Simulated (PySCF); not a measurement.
Species: [AlCl3(PMe3)], C3H9AlCl3P.
Cartesian coordinates in Å at the PBE0-D3(BJ)/def2-SVP level; atoms count from 1:
```xyz
17
C3H9AlCl3P angstrom
C     -1.2011    1.2665    1.0307
P      0.0221    0.0151    0.5403
C     -0.8433   -1.1813   -0.5192
C      0.5041   -0.8719    2.0516
Al     1.8996    0.9999   -0.5652
Cl     0.9598    1.8882   -2.2556
Cl     2.6046    2.3537    0.9171
Cl     3.0756   -0.7376   -0.9248
H     -0.7086    1.9859    1.7011
H     -1.5229    1.8064    0.1282
H     -2.0717    0.8194    1.5324
H     -1.7179   -1.6175   -0.0149
H     -0.1349   -1.9751   -0.7973
H     -1.1575   -0.6654   -1.4382
H      1.0045   -0.1616    2.7259
H     -0.3616   -1.3238    2.5575
H      1.2296   -1.6520    1.7779
```

Computed with PySCF at CAM-B3LYP/def2-SVPD, non-relativistic, on one gas-phase PBE0-D3(BJ)/def2-SVP geometry that isn't relaxed in the solvent. The solvent is an IEF-PCM continuum (cavity from Bondi-type radii × 1.2). Only the electrostatic response of the medium enters.

Gas phase at CAM-B3LYP/def2-SVPD: HOMO -9.44 eV, LUMO 0.45 eV, dipole 7.48 D.

What does the continuum do to the energy, the frontier levels and the dipole at CAM-B3LYP/def2-SVPD in chloroform and tetrahydrofuran?

```tsv
solvent	ε	E(solvent) − E(gas) (kcal/mol)	polarisation term (kcal/mol)	distortion of the solute (kcal/mol)	HOMO (eV)	LUMO (eV)	dipole (D)
chloroform	4.711	-8.27	-9.36	1.09	-9.28	0.52	8.98
tetrahydrofuran	7.426	-9.44	-10.90	1.46	-9.26	0.50	9.22
```

The first energy column is the sum of the next two and covers electrostatics alone. The atom shares or the degeneracy of the LUMO differ from the gas phase in chloroform and tetrahydrofuran, so that column needn't follow one orbital. From chloroform to tetrahydrofuran the lowering changes by a factor 1.14, Onsager's factor (ε − 1)/(2ε + 1) by 1.14 and ε itself by 1.6.

Which radius a makes the point-dipole formula ΔE = −[(ε − 1)/(2ε + 1)]·μ²/a³ give the value in tetrahydrofuran, with the gas-phase dipole?

μ = 2.944 au and |ΔE| = 0.01505 Eh give a = 3.26 Å; the farthest nucleus lies 3.43 Å from the centroid of the nuclei, so such a sphere wouldn't even hold the nuclei. The formula assumes a rigid point dipole at the centre of a sphere.

Give the dipole vector in the frame of the coordinates (D, pointing from negative to positive charge), gas and tetrahydrofuran.

Gas (-5.86, -3.09, 3.47), solvent (-7.22, -3.81, 4.28). Its length changes by +23 % and its direction by less than 1°.

How does the static polarisability (CAM-B3LYP/def2-SVPD, frozen core, with the continuum's full static response) change?

```
         medium  isotropic (au)  principal values (au)  ⟨r²⟩ of the electrons (bohr²)
            gas           124.5    123.3, 123.6, 126.6                         2273.2
     chloroform           155.7    154.7, 156.0, 156.5                         2274.0
tetrahydrofuran           161.7    159.7, 162.4, 162.9                         2274.2
```

The isotropic value in tetrahydrofuran is 1.30 times the gas-phase one; no cavity-field correction is applied. ⟨r²⟩ is taken about the centre of nuclear charge.
